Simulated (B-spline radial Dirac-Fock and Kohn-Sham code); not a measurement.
ΔSCF core binding energies without Breit or QED terms, calculated with a radial atomic solver.

A sound run for the V²⁺ ion, configuration [Ar] 3d3: The ground state converged in 10 iterations, with total energy -947.47462 Ha, virial ratio 1.98862 and highest orbital energy -28.78 eV. ΔSCF binding energies: K (1s) 5503.1 eV, L3 (2p3/2) 544.9 eV. Holes are computed only in closed shells, and unreliable hole states are left out.

A second run, with one unsound setting: The ground state had not converged after 3 iterations, with total energy -947.25126 Ha, virial ratio 1.97824 and highest orbital energy -22.03 eV. ΔSCF binding energies: K (1s) 5506.4 eV, L3 (2p3/2) 547.1 eV (not all states converged, so these are not final). Holes are computed only in closed shells, and unreliable hole states are left out.

```
iter   energy (Ha)        error
   1     -939.22593495  8.62e-01
   2     -945.30907148  3.81e-01
   3     -947.25126337  1.07e-01
```

Q: Which fault fits the second run best?
A. mesh too coarse
B. too few quadrature points
C. too few iterations
D. spline order too low

A: C. The input had maxit = 3: maxit ends the run before self-consistency.
